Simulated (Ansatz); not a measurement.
GeH4Se4, SMILES `[SeH][Ge]([SeH])([SeH])[SeH]`. The species carries charge 0 and has multiplicity 1.

Cartesian coordinates in Å:
```
Se -0.855 -1.673 -1.807
Ge -0.191 0.032 -0.328
Se -0.995 1.980 -1.376
Se 2.154 -0.062 -0.119
Se -1.175 -0.095 1.809
H -0.879 -2.670 -0.729
H 0.039 2.809 -0.743
H 2.141 0.825 1.054
H -0.239 -1.146 2.238
```

Task: What are the harmonic wavenumbers in cm⁻¹ at PBE0-D4/def2-TZVP (Ansatz, finite differences of forces, unscaled)? (An estimate is asked.)

Result: Ansatz gave: 55, 62, 70, 88, 92, 104, 144, 194, 210, 233, 300, 311, 313, 625, 648, 649, 684, 2434, 2434, 2444, 2445.

Task: Is this a minimum?

Result: Yes, all 21 modes are real.

Task: Give the ideal-gas thermochemistry at 298.15 K and 1 bar (rigid rotor, harmonic oscillator; point group C2, symmetry number 2).

Result: Zero-point energy 87.0 kJ/mol; H(298) − E = 119.7 kJ/mol; entropy 474.8 J/(mol·K), of which translation 183.3, rotation 131.1, vibration 160.4; G(298) − E = -21.8 kJ/mol. Modes under 100 cm⁻¹ are hindered rotations or soft bends, so the harmonic entropy is rough.
